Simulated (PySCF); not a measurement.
# Electron correlation in Al (aluminium, neutral)

[Ne] 3s1 3p1 4s1, high-spin 4P determinant (an excited configuration). Computed with PySCF 2.14 in x2c-TZVPPall with one added diffuse shell each of s, p, d type (6s6p4d1f, 51 functions), with scalar relativity by spin-free X2C-1e. Frozen: 1s2; 11 electrons correlated.

```csv
level,correlation energy (mhartree)
CCSD,-159.46
(T),-1.48
CCSD(T),-160.94
```

Diagnostics: T1 = 0.010, D1 = 0.0441, largest double amplitude 0.041.

Problem. Is a single reference adequate?

Solution. Yes: T1 lies below 0.03 and no double amplitude reaches 0.07.

This basis was not built for core-valence correlation, so the inner-shell part is incomplete.
